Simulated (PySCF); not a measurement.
C₄H₇FSi, SMILES C=C=C[Si@H](C)F.

Geometry optimised at PBE0-D3(BJ)/def2-SVP. The structure was generated by enumeration; whether it is a known compound was not checked. One conformer was computed; it need not be the lowest.

Calculation: PySCF with TDDFT-PBE/def2-SVPD.

Vertical excitations. The molecule is in vacuum.

Computed lowest excited states:
```json
[
 {"state": "S1", "energy (eV)": "5.08", "λ (nm)": "244", "f": "0.001", "main pairs": "HOMO→LUMO 99 %"},
 {"state": "S2", "energy (eV)": "6.07", "λ (nm)": "204", "f": "0.001", "main pairs": "HOMO−1→LUMO+1 99 %"},
 {"state": "S3", "energy (eV)": "6.16", "λ (nm)": "201", "f": "0.026", "main pairs": "HOMO−2→LUMO 46 %, HOMO−1→LUMO 39 %, HOMO→LUMO+1 10 %"},
 {"state": "S4", "energy (eV)": "6.36", "λ (nm)": "195", "f": "0.004", "main pairs": "HOMO−2→LUMO 46 %, HOMO→LUMO+1 22 %, HOMO−1→LUMO 13 %, HOMO→LUMO+2 12 %"},
 {"state": "S5", "energy (eV)": "6.47", "λ (nm)": "192", "f": "0.010", "main pairs": "HOMO→LUMO+2 87 %"},
 {"state": "S6", "energy (eV)": "6.85", "λ (nm)": "181", "f": "0.016", "main pairs": "HOMO−2→LUMO+1 89 %"},
 {"state": "S7", "energy (eV)": "6.87", "λ (nm)": "180", "f": "0.030", "main pairs": "HOMO−1→LUMO+2 91 %"},
 {"state": "S8", "energy (eV)": "6.91", "λ (nm)": "180", "f": "0.230", "main pairs": "HOMO→LUMO+3 52 %, HOMO→LUMO+1 14 %, HOMO−1→LUMO 9 %, HOMO−1→LUMO+2 8 %"},
 {"state": "S9", "energy (eV)": "7.04", "λ (nm)": "176", "f": "0.199", "main pairs": "HOMO→LUMO+3 37 %, HOMO→LUMO+4 25 %, HOMO→LUMO+1 13 %, HOMO−1→LUMO 7 %"},
 {"state": "S10", "energy (eV)": "7.13", "λ (nm)": "174", "f": "0.006", "main pairs": "HOMO−3→LUMO 93 %"},
 {"state": "T1", "energy (eV)": "4.51", "λ (nm)": "275", "f": "0", "main pairs": "HOMO−1→LUMO 76 %, HOMO→LUMO+1 21 %"},
 {"state": "T2", "energy (eV)": "4.70", "λ (nm)": "264", "f": "0", "main pairs": "HOMO→LUMO 46 %, HOMO→LUMO+1 41 %, HOMO−1→LUMO 11 %"},
 {"state": "T3", "energy (eV)": "4.72", "λ (nm)": "263", "f": "0", "main pairs": "HOMO→LUMO 53 %, HOMO→LUMO+1 35 %, HOMO−1→LUMO 11 %"},
 {"state": "T4", "energy (eV)": "5.72", "λ (nm)": "217", "f": "0", "main pairs": "HOMO−1→LUMO+1 98 %"}
]
```
Triplets are in the Tamm–Dancoff approximation, which puts them higher than full response would, so one can lie above its singlet here.
